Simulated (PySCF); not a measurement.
SMILES OCO (CH4O2), PBE/def2-SVP optimised geometry.

```
7

O      0.84    -0.57     0.00
C     -0.56    -0.57     0.00
O     -1.12     0.72     0.00
H      1.12    -0.11     0.82
H     -0.99    -1.07     0.90
H     -0.85    -1.16    -0.90
H     -0.81     1.16    -0.82
```

Density from PBE/def2-TZVP run with PySCF at that geometry.

Minimum of the electron density along straight lines between bonded atoms, close to the bond critical point (lines longer than 1.1 times the sum of covalent radii, or with two minima, are not listed):

```
bond   length / Å  ρ at the minimum / e bohr⁻³  ∇²ρ there / e bohr⁻⁵  position (fraction from the first atom)
-----  ----------  ---------------------------  --------------------  ---------------------------------------
O1–C2       1.405                        0.273                 -0.65                                     0.63
C2–O3       1.405                        0.273                 -0.65                                     0.37
O1–H4       0.977                        0.349                 -2.23                                     0.79
C2–H5       1.116                        0.275                 -0.94                                     0.65
C2–H6       1.116                        0.275                 -0.94                                     0.65
O3–H7       0.977                        0.349                 -2.23                                     0.79
```
